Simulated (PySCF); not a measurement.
Nickel: a sound run and one with changed settings

Sound run: Ni⁺ [Ar] 3d9, Ni²⁺ [Ar] 3d8. All numbers are calculated (PySCF 2.14, the non-relativistic Hamiltonian (point nucleus), in def2-TZVP (6s4p4d1f, 45 functions)). The sound run starts from symmetry-adapted Hartree-Fock orbitals and uses a fine grid where one is needed.

A second run was set up differently.

```tsv
species	method	sound run (hartree)	changed run (hartree)	converged
Ni⁺	UHF	-1506.56322	-1506.56320	no
Ni⁺	BP86	-1508.21586	-1508.21561	no
Ni⁺	PBE0	-1507.75810	-1507.75810	no
Ni²⁺	UHF	-1506.00450	-1506.00450	no
Ni²⁺	BP86	-1507.51298	-1507.51298	yes
Ni²⁺	PBE0	-1507.08487	-1507.08487	yes
```

**Question.** What was changed?
A. level shift left on
B. all electrons correlated in a valence basis
C. too few SCF iterations
D. angular grid far too coarse

**Answer.** C. It used initial guess atom, at most 8 SCF cycles. The SCF was stopped early; the energies are upper bounds that still move, and correlated levels were skipped or rest on poor orbitals.
